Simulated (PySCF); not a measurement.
BeH2, SMILES [BeH2]. Heavy atoms are numbered as in [BeH2:1]. Hydrogens are named by the atom that carries them.

Geometry optimised at PBE0-D3(BJ)/def2-TZVPD. The isomer is the one that the SMILES or the coordinates give; other isomers of the formula were not compared.

Computed with PBE0/pcSseg-2 run with PySCF.

GIAO shieldings, no solvent; atoms alike by connectivity are averaged. δ = σ(ref) − σ: ¹H against TMS (σ = 31.54 ppm), references at their B3LYP-D3(BJ)/def2-TZVP geometries, non-relativistic.

Computed chemical shifts:
```tsv
nucleus	atoms	count	δ (ppm)
¹H	H on Be1	2	3.49
```
